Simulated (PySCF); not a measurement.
Cartesian coordinates in Å; atom numbers follow the order of the lines, from 1:
```xyz
19

Si   -2.330    0.383    1.326
O    -2.218    0.096   -0.305
Si   -1.066   -0.139   -1.492
Si    0.286   -1.994   -0.953
Si    1.702   -1.200    0.762
Si    1.670    1.159    0.566
Si    0.525    1.598   -1.444
H    -1.991    1.806    1.625
H    -3.723    0.093    1.763
H    -1.375   -0.503    2.064
H    -1.783   -0.279   -2.794
H     1.133   -2.312   -2.149
H    -0.483   -3.214   -0.555
H     3.092   -1.732    0.606
H     1.184   -1.605    2.106
H     3.045    1.749    0.595
H     0.882    1.730    1.706
H    -0.046    2.979   -1.508
H     1.467    1.393   -2.592
```

Geometry: PBE0-D3(BJ)/def2-SVP; GIAO shifts from PySCF 2.14, gas phase, non-relativistic, averaged over equivalent atoms.

At PBE0/pcSseg-1 (221 basis functions, 61 s wall time on 1 thread of an Arm Neoverse V1, shared host):
```
    atoms  δ (ppm)
      Si3      2.1
      Si1    -33.9
  Si4/Si7   -113.8
  Si5/Si6   -113.8
       O2     -3.6
      H11     6.10
H8/H9/H10     4.80
  H14/H16     3.76
  H15/H17     3.73
  H13/H18     3.73
  H12/H19     3.17
```

Shifts are taken against calculated references (same method and geometry level): TMS for 29Si (σref 351.99), 1H (σref 31.27); 17O (σref 334.56) against H2O.

Problem. Predict the values at KT3/pcSseg-1 on the same geometry.

Solution. 
| atoms | δ at KT3/pcSseg-1 | change |
| --- | --- | --- |
| Si3 | 1.2 | -0.9 |
| Si1 | -35.9 | -2.0 |
| Si4/Si7 | -107.7 | +6.1 |
| Si5/Si6 | -106.3 | +7.5 |
| O2 | 1.5 | +5.1 |
| H11 | 6.07 | -0.03 |
| H8/H9/H10 | 4.75 | -0.05 |
| H14/H16 | 3.66 | -0.10 |
| H15/H17 | 3.64 | -0.09 |
| H13/H18 | 3.63 | -0.10 |
| H12/H19 | 3.11 | -0.06 |

Referencing at the same level of theory: 29Si (σref 365.51) and 1H (σref 31.32) against TMS; H2O for 17O (σref 329.03).

The largest change is at Si5/Si6 (silicon bonded to 2 Si, 2 H, in a 5-membered ring). Cost: 221 basis functions, 59 s wall time on 1 thread of an Arm Neoverse V1, shared host.

Experimental scales use liquid or dissolved standards, which lie at an offset from isolated H2O (liquid H2O: subtract about 36 ppm).
